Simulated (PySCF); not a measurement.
Al(F)(Br)2, AlBr2F, SMILES [F][Al]([Br])[Br], B3LYP/def2-SVP optimised geometry.

```
4

Al    -0.51     0.21     0.00
F     -1.31     1.67     0.00
Br    -1.72    -1.67     0.00
Br     1.72     0.21     0.00
```

Density from B3LYP/def2-TZVP in PySCF at that geometry.

Minimum of the electron density along straight lines between bonded atoms, close to the bond critical point (lines longer than 1.1 times the sum of covalent radii, or with two minima, are not listed):

```tsv
bond	length / Å	ρ at the minimum / e bohr⁻³	∇²ρ there / e bohr⁻⁵	position (fraction from the first atom)
Al1–F2	1.656	0.112	0.88	0.44
Al1–Br3	2.235	0.070	0.19	0.37
Al1–Br4	2.235	0.070	0.19	0.37
```
